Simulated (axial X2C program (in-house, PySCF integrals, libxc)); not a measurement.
## SnP⁻: properties at the nuclei

Calculated with an in-house all-electron X2C program for linear molecules (integrals from PySCF): two-component X2C with atomic mean-field Coulomb and Gaunt terms, Gaussian nuclei, basis Sn dyall-acv3z, P dyall-av3z with contracted cores.

R = 2.263 Å (near the PBE0 minimum at charge -1 of the determinant lowest at the starting distance; the state shown can have its own minimum elsewhere).

Determinant lowest in the PBE0 search, Ω = 0 (closed shell), highest spinor 59% P p, 32% Sn p, 4% Sn d:

| level | qzz Sn (a.u.) | qzz P (a.u.) |
| --- | --- | --- |
| PBE0 | -5.58 | -0.85 |
| HF | -6.77 | -1.02 |
| B3LYP | -5.39 | -0.88 |
| PBE50 | -6.06 | -0.89 |
| TPSSh | -5.31 | -0.81 |

Determinant 1.83 eV from it at PBE0 and this distance, Ω = 1 (⟨Sz⟩ = 1.00, ⟨Lz⟩ = 0.00 at PBE0), spin on the atoms Sn 0.48, P 0.52:

```
level  Eeff magnitude (GV/cm)  Ws magnitude Sn (kHz)  A∥/gI Sn (MHz)  qzz Sn (a.u.)  A∥/gI P (MHz)  qzz P (a.u.)
 PBE0                   0.186                  0.129            -572          -4.80           22.9         -1.01
   HF                   0.855                  0.565            -578          -5.68           40.4         -1.04
B3LYP                  0.0974                 0.0348            -491          -4.70           32.7         -1.05
PBE50                   0.295                  0.204            -609          -5.10           28.5         -0.98
TPSSh                   0.168                  0.115            -538          -4.55           39.6         -1.01
```

Eeff is the effective electric field on the electron electric dipole moment in this Ω state and Ws the scalar–pseudoscalar constant of the nucleus named (defined with the proton number Z and per Ω); A∥ (defined per Ω) follows by multiplying with gI = μI/(I μN); qzz is the electric field gradient, eQq0 = 234.96 MHz × Q/barn × qzz. The operators were transformed with the bare-nucleus X2C matrices; with these basis sets, hyperfine constants and field gradients can be off by tens of per cent, and where levels differ in sign neither size nor sign is settled.

Each state is one determinant with collinear spin, which with several unpaired electrons need not be a pure state. Unrestricted Hartree–Fock can overshoot spin polarisation at the nuclei. In the state Ω = 1 the sign of Eeff differs between levels (B3LYP against PBE0). For an anion, determinants above electron detachment, or with a positive highest level, are held by the basis set. A closed determinant beside an open π² or δ² triplet, such as (π1/2)², mixes with its partner pair into the 0⁺ component of the triplet and ¹Σ⁺, so its energy is not that of a level, and 0⁺ can lie lowest. With several open shells hyperfine constants can be off by a factor of several. Where Eeff spreads by more than a factor of two the levels disagree and none is to be relied on. Open-shell Ω = 0 determinants with evenly filled partner blocks cannot be reached by this program, so the Ω shown need not be the lowest component. The search compared states at one distance, so a state with another bond length can lie lower. The sign of Ws at Sn differs between levels in the second state. Further determinants of the search, some of them spin-mixed, are not shown. PBE0 term energies can be off by some tenths of an eV.
